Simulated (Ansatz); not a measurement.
Job for Ansatz (a quantum-chemistry and plane-wave program): U-CCSDT(Q)/cc-pVDZ on NH (SMILES [NH]), 2S+1 = 3, a spin state set in the input, which need not be the lowest.

Ansatz 0.2 input:
```yaml
crystal:
  periodic: [false, false, false]
  atoms:
    - {symbol: N, position_ang: [-0.00000000, -0.00000000, -0.13023546]}
    - {symbol: H, position_ang: [0.00000000, 0.00000000, 0.91164824]}
basis:
  gaussian:
    orbitals: cc-pVDZ
magnetization: {spin_polarized: true, initial_magnetization: 2}
correlation: {method: ccsdt_q, electrons: outside_noble_gas}
scf: {omitted_lower_state_checks: [cluster_reference]}
```

It printed:

```
WARN ansatz: RAYON_NUM_THREADS=2 ignored (pool sized by the plan → 2); use --threads N
Functional definition: HF
these checks for a lower state are left out or cut short: cluster_reference
integrals: 0.00 GiB planned
308 factors; integrals over basis functions are off by at most 2.4e-7 eV
mean field: 0.04 GiB planned
mean field evaluation 1: about -1495.3763 eV, gradient 7.7e0 eV
mean field evaluation 2: about -1495.3763 eV, gradient 7.7e0 eV
mean field evaluation 4: about -1495.7108 eV, gradient 5.6e-1 eV
mean field evaluation 8: about -1495.7137 eV, gradient 8.6e-6 eV
mean field -1495.71374084 eV, -54.9664661447 hartree, gradient 1.2e-6 eV, S^2 2.013992; 0 other end points of the search recorded, 0 dependent functions left out
1 core orbitals not correlated
reference -1495.71374084 eV, -54.9664661447 hartree; 4, 2 occupied and 14, 16 virtual orbitals, 308 factors
second order -2.82595041 eV of doubles, -0.00000000 eV of singles
coupled cluster: 0.06 GiB planned
cycle   1  -3.22649732 eV  change   -4.0e-1 eV  update   3.7e-2
cycle   2  -3.39796721 eV  change   -1.7e-1 eV  update   1.5e-2
cycle   3  -3.40717623 eV  change   -9.2e-3 eV  update   4.9e-3
cycle   4  -3.40809836 eV  change   -9.2e-4 eV  update   2.3e-3
cycle   5  -3.40856365 eV  change   -4.7e-4 eV  update   1.1e-3
cycle   6  -3.40898007 eV  change   -4.2e-4 eV  update   5.0e-4
cycle   7  -3.40924607 eV  change   -2.7e-4 eV  update   2.3e-4
cycle   8  -3.40917650 eV  change    7.0e-5 eV  update   9.1e-5
cycle   9  -3.40913891 eV  change    3.8e-5 eV  update   3.1e-5
cycle  10  -3.40915347 eV  change   -1.5e-5 eV  update   9.7e-6
cycle  11  -3.40915544 eV  change   -2.0e-6 eV  update   3.1e-6
cycle  12  -3.40915308 eV  change    2.4e-6 eV  update   8.7e-7
cycle  13  -3.40915189 eV  change    1.2e-6 eV  update   2.8e-7
cycle  14  -3.40915178 eV  change    1.1e-7 eV  update   8.5e-8
perturbative correction -0.00298391 eV, -0.0001096566 hartree
Total energy: -1499.12587653 eV, -55.0918598185 hartree
Checks for a lower state left out: cluster_reference
```

Self-consistency was reached.

Cost: about 4 core-seconds (a rough figure).
